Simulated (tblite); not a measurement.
Species: C4H10AsOSi (doublet state).
Bonds: C1–Si2, Si2–As3, As3–C4, C4–C5, C5–C6, C5–O7 (double). Hydrogens: H8, H9, H10 on C1; H11, H12 on Si2; H13 on As3; H14 on C4; H15, H16, H17 on C6.
Bond orders are those of one Lewis drawing.

Computed with GFN2-xTB (tblite), gas phase: L-BFGS steps from a force-field or distance-geometry start until the largest atomic force falls under 0.01 eV/Å.

Step 26: E = -591.5987 eV
```
atom  x, y, z in Å  |  force x, y, z in eV/Å
C1      2.8052    0.7266    1.0654    0.206   0.074   0.143
Si2     0.9884    0.2921    0.7119    0.146  -0.150  -0.171
As3     0.8867   -0.5415   -1.5657   -0.029  -0.057   0.219
C4     -0.9894   -0.5631   -1.6393   -0.017   0.001   0.170
C5     -1.5839   -1.6828   -0.9526    0.020  -0.136  -0.238
C6     -2.5266   -1.3475    0.1896   -0.056   0.221   0.211
O7     -1.1946   -2.8203   -1.1812    0.050  -0.002   0.305
H8      2.8890    1.0671    2.0980    0.072  -0.032  -0.134
H9      3.2105    1.5153    0.4292   -0.153  -0.121   0.039
H10     3.4505   -0.1450    0.9562   -0.069   0.063  -0.016
H11     0.6291   -0.8158    1.6302   -0.085   0.163  -0.147
H12     0.1976    1.5058    1.0351   -0.049  -0.200  -0.106
H13     1.0223    0.8335   -2.1532    0.000   0.114  -0.078
H14    -1.6018    0.1604   -2.1478   -0.069   0.190   0.133
H15    -2.1398   -1.8667    1.0709   -0.115   0.046  -0.099
H16    -3.5780   -1.6221    0.0823    0.250  -0.164  -0.322
H17    -2.4722   -0.2724    0.3609   -0.101  -0.012   0.093
```

Step 27: E = -591.6628 eV
```
atom  x, y, z in Å  |  force x, y, z in eV/Å
C1      2.8074    0.7226    1.0503    0.000  -0.051  -0.010
Si2     0.9887    0.2779    0.6944    0.241  -0.015  -0.070
As3     0.8837   -0.5412   -1.5530    0.026  -0.063  -0.151
C4     -0.9935   -0.6020   -1.6689   -0.332   0.712   0.253
C5     -1.5388   -1.6960   -0.9257   -0.182  -0.325  -0.330
C6     -2.5555   -1.3338    0.1690    0.226  -0.194  -0.219
O7     -1.0944   -2.8355   -1.0810   -0.173   0.483   0.473
H8      2.8730    1.0562    2.0796    0.145   0.023   0.047
H9      3.2170    1.5066    0.4198   -0.142   0.034  -0.041
H10     3.4527   -0.1433    0.9335   -0.003  -0.055   0.034
H11     0.6409   -0.8273    1.6103   -0.118   0.108  -0.093
H12     0.2095    1.4978    1.0080   -0.100  -0.166  -0.075
H13     1.0238    0.8394   -2.1553   -0.031  -0.005   0.001
H14    -1.6240    0.2507   -1.9707    0.353  -0.460   0.235
H15    -2.1855   -1.8513    1.0534   -0.207   0.059   0.096
H16    -3.5942   -1.6393   -0.0026    0.412  -0.046  -0.214
H17    -2.5177   -0.2579    0.3290   -0.115  -0.039   0.062
```

Step 28: E = -591.6929 eV
```
atom  x, y, z in Å  |  force x, y, z in eV/Å
C1      2.8083    0.7213    1.0499   -0.068  -0.086  -0.057
Si2     0.9943    0.2715    0.6861    0.187   0.040  -0.022
As3     0.8868   -0.5392   -1.5497   -0.010  -0.031  -0.265
C4     -0.9947   -0.5910   -1.6616    0.077   0.207   0.403
C5     -1.5387   -1.6886   -0.9229   -0.209  -0.148  -0.192
C6     -2.5567   -1.3321    0.1734    0.205  -0.198  -0.291
O7     -1.0943   -2.8256   -1.0700   -0.076   0.291   0.395
H8      2.8687    1.0548    2.0770    0.164   0.044   0.113
H9      3.2115    1.5044    0.4177   -0.095   0.081  -0.065
H10     3.4517   -0.1439    0.9318    0.048  -0.082   0.042
H11     0.6393   -0.8278    1.6019   -0.122   0.075  -0.062
H12     0.2089    1.4905    0.9871   -0.094  -0.161  -0.062
H13     1.0319    0.8488   -2.1489   -0.040  -0.073   0.024
H14    -1.6123    0.2411   -1.9644   -0.018   0.057   0.053
H15    -2.1929   -1.8529    1.0562   -0.176   0.030   0.126
H16    -3.5867   -1.6493   -0.0162    0.329  -0.030  -0.179
H17    -2.5320   -0.2583    0.3427   -0.102  -0.016   0.039
```

Question: Estimate the geometry and energy of step 29. (The exact step hangs on the optimiser's Hessian estimate; all steps are aligned on step 28, rigid shifts and turns removed.)

Answer: E = -591.7367 eV, largest force 0.626 eV/Å
```
atom  x, y, z in Å  |  force x, y, z in eV/Å
C1      2.8080    0.7151    1.0368   -0.145  -0.124  -0.094
Si2     1.0042    0.2543    0.6632    0.071   0.120   0.042
As3     0.8984   -0.5394   -1.5530   -0.083   0.020  -0.492
C4     -0.9924   -0.5844   -1.6520    0.299  -0.052   0.548
C5     -1.5182   -1.6804   -0.9059   -0.159  -0.100   0.067
C6     -2.5742   -1.3300    0.1639    0.227  -0.243  -0.385
O7     -1.0356   -2.8101   -0.9915   -0.098   0.367   0.257
H8      2.8478    1.0450    2.0632    0.237   0.073   0.186
H9      3.2037    1.4992    0.4062   -0.034   0.148  -0.088
H10     3.4495   -0.1483    0.9167    0.132  -0.113   0.071
H11     0.6469   -0.8397    1.5770   -0.146   0.037  -0.011
H12     0.2150    1.4789    0.9314   -0.097  -0.171  -0.024
H13     1.0494    0.8698   -2.1323   -0.066  -0.204   0.052
H14    -1.6023    0.2715   -1.8574   -0.172   0.293  -0.107
H15    -2.2382   -1.8472    1.0581   -0.164  -0.010   0.129
H16    -3.5829   -1.6725   -0.0803    0.258  -0.003  -0.111
H17    -2.5862   -0.2579    0.3462   -0.058  -0.038  -0.039
```

The energy changes by -0.0438 eV. The first-order estimate −F·Δx gives -0.0628 eV and the mean of the old and new forces, exact on a quadratic surface, -0.0440 eV. The step makes an angle of 74° with the force vector and moves no atom by more than 0.112 Å.

What follows is the cost of the whole relaxation. On one thread of an Arm Neoverse V2, shared host with 96 logical CPUs at a one-minute load of 36, this took 0.78 s of wall time.
